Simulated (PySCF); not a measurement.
C₅H₁₀Si (SMILES C#C[Si](C)(C)C), singlet, geometry from GFN2-xTB; SA2-CASSCF(2,2)/STO-3G (PySCF).

Here is a job for PySCF.
```python
from pyscf import gto, scf, mcscf
import numpy

mol = gto.M(
    atom='''
C     1.99706688    1.59606239    1.03885822
C     1.12699151    0.90069530    0.58625197
Si   -0.21993132   -0.17576983   -0.11440651
C    -0.24448813   -1.81388773    0.86055281
C     0.16539640   -0.49475093   -1.95406751
C    -1.87945393    0.74336255    0.07469491
H     2.75883053    2.20486639    1.43512158
H    -0.43598497   -1.64042591    1.91529779
H    -1.01608716   -2.48403813    0.49181457
H     0.70651628   -2.33218617    0.78178520
H    -0.59265727   -1.12130812   -2.41581986
H     0.20893201    0.43511891   -2.51325777
H     1.12242208   -0.99367106   -2.07418229
H    -2.09496864    0.95439073    1.11789552
H    -1.86595746    1.69142044   -0.45469255
H    -2.70508330    0.15772101   -0.32001340
''',
    basis='sto-3g',
    verbose=4,
)

mf = scf.RHF(mol)
mf.kernel()
mc = mcscf.CASSCF(mf, 2, 2)
mc.fix_spin_(ss=0.0)
mc = mc.state_average_([0.5, 0.5])
mc.kernel()
```

It wrote (shortened):

```
PySCF version 2.14.0

[INPUT] verbose = 4
[INPUT] num. atoms = 16
[INPUT] num. electrons = 54
[INPUT] charge = 0
[INPUT] spin (= nelec alpha-beta = 2S) = 0
[INPUT] symmetry False subgroup None
[INPUT] Mole.unit = angstrom
[INPUT] Symbol           X                Y                Z      unit          X                Y                Z       unit  Magmom
[...]
nuclear repulsion = 274.026987964061
number of shells = 30
number of NR pGTOs = 132
number of NR cGTOs = 44
basis = sto-3g
ecp = {}

******** <class 'pyscf.scf.hf.RHF'> ********
method = RHF
initial guess = minao
damping factor = 0
level_shift factor = 0
DIIS = <class 'pyscf.scf.diis.CDIIS'>
diis_start_cycle = 1
diis_space = 8
diis_damp = 0
SCF conv_tol = 1e-09
SCF conv_tol_grad = None
SCF max_cycles = 50
direct_scf = True
direct_scf_tol = 1e-13
Set gradient conv threshold to 3.16228e-05
Initial guess from minao.
init E= -478.938437666006
[...]
cycle= 1 E= -478.405255126852  delta_E= 0.533  |g|=  0.3  |ddm|= 4.69
[...]
cycle= 2 E= -478.44053623318  delta_E= -0.0353  |g|= 0.117  |ddm|= 0.601
[...]
cycle= 3 E= -478.443551774755  delta_E= -0.00302  |g|= 0.0717  |ddm|= 0.202
[...]
cycle= 4 E= -478.445040130318  delta_E= -0.00149  |g|= 0.00669  |ddm|= 0.085
[...]
cycle= 5 E= -478.445054179832  delta_E= -1.4e-05  |g|= 0.000861  |ddm|= 0.0108
[...]
cycle= 6 E= -478.445054481901  delta_E= -3.02e-07  |g|= 0.000266  |ddm|= 0.00164
[...]
cycle= 7 E= -478.445054505034  delta_E= -2.31e-08  |g|= 3.36e-05  |ddm|= 0.00051
[...]
cycle= 8 E= -478.445054505388  delta_E= -3.54e-10  |g|= 3.16e-06  |ddm|= 6.15e-05
[...]
Extra cycle  E= -478.445054505394  delta_E= -6.03e-12  |g|= 1.07e-06  |ddm|= 5.32e-06
converged SCF energy = -478.445054505394

******** <class 'pyscf.mcscf.addons.StateAverageCASSCF'> ********
CAS (1e+1e, 2o), ncore = 26, nvir = 16
max_cycle_macro = 50
max_cycle_micro = 4
conv_tol = 1e-07
conv_tol_grad = None
orbital rotation max_stepsize = 0.02
orbital rotation threshold for CI restart = 0.01
augmented hessian ah_max_cycle = 30
augmented hessian ah_conv_tol = 1e-12
augmented hessian ah_linear dependence = 1e-14
augmented hessian ah_level shift = 1e-08
augmented hessian ah_start_tol = 2.5
augmented hessian ah_start_cycle = 3
augmented hessian ah_grad_trust_region = 3
kf_trust_region = 3
kf_interval = 4
ci_response_space = 4
ci_grad_trust_region = 3
with_dep4 0
natorb = False
canonicalization = True
sorting_mo_energy = False
ao2mo_level = 2
internal_rotation = False
[...]
CASCI E = -478.197500193787  S^2 = 0.0000000
[...]
               |grad[o]|=0.000419  |ddm|=9.81e-18  |maxRot[o]|=    0
macro iter  40 (  1 JK    1 micro), CASSCF E = -478.199819490800  dE =  0.00000000e+00  S^2 = 0.0000000
               |grad[o]|=0.000419  |ddm|=9.81e-18  |maxRot[o]|=    0
macro iter  41 (  1 JK    1 micro), CASSCF E = -478.199819490800  dE =  0.00000000e+00  S^2 = 0.0000000
               |grad[o]|=0.000419  |ddm|=9.81e-18  |maxRot[o]|=    0
macro iter  42 (  1 JK    1 micro), CASSCF E = -478.199819490800  dE =  0.00000000e+00  S^2 = 0.0000000
               |grad[o]|=0.000419  |ddm|=9.81e-18  |maxRot[o]|=    0
macro iter  43 (  1 JK    1 micro), CASSCF E = -478.199819490800  dE =  0.00000000e+00  S^2 = 0.0000000
               |grad[o]|=0.000419  |ddm|=9.81e-18  |maxRot[o]|=    0
macro iter  44 (  1 JK    1 micro), CASSCF E = -478.199819490800  dE =  0.00000000e+00  S^2 = 0.0000000
               |grad[o]|=0.000419  |ddm|=9.81e-18  |maxRot[o]|=    0
macro iter  45 (  1 JK    1 micro), CASSCF E = -478.199819490800  dE =  0.00000000e+00  S^2 = 0.0000000
               |grad[o]|=0.000419  |ddm|=9.81e-18  |maxRot[o]|=    0
macro iter  46 (  1 JK    1 micro), CASSCF E = -478.199819490800  dE =  0.00000000e+00  S^2 = 0.0000000
               |grad[o]|=0.000419  |ddm|=9.81e-18  |maxRot[o]|=    0
macro iter  47 (  1 JK    1 micro), CASSCF E = -478.199819490800  dE =  0.00000000e+00  S^2 = 0.0000000
               |grad[o]|=0.000419  |ddm|=9.81e-18  |maxRot[o]|=    0
macro iter  48 (  1 JK    1 micro), CASSCF E = -478.199819490800  dE =  0.00000000e+00  S^2 = 0.0000000
               |grad[o]|=0.000419  |ddm|=9.81e-18  |maxRot[o]|=    0
macro iter  49 (  1 JK    1 micro), CASSCF E = -478.199819490800  dE =  0.00000000e+00  S^2 = 0.0000000
               |grad[o]|=0.000419  |ddm|=9.81e-18  |maxRot[o]|=    0
macro iter  50 (  1 JK    1 micro), CASSCF E = -478.199819490800  dE =  0.00000000e+00  S^2 = 0.0000000
               |grad[o]|=0.000419  |ddm|=9.81e-18  |maxRot[o]|=    0
1-step CASSCF not converged,  50 macro (461 JK  95 micro) steps
CASSCF canonicalization
Density matrix diagonal elements [1.47142387 0.52857613]
CASSCF energy = -478.199819490800
CASCI E = -478.199819490800  E(CI) = -0.878243452403410  S^2 = 0.0000000
CASCI state-averaged energy = -478.1998194908
CASCI energy for each state
  State 0 weight 0.5  E = -478.467608240685 S^2 = 0.0000000
  State 1 weight 0.5  E = -477.932030740916 S^2 = 0.0000000
```

Convergence was not reached.
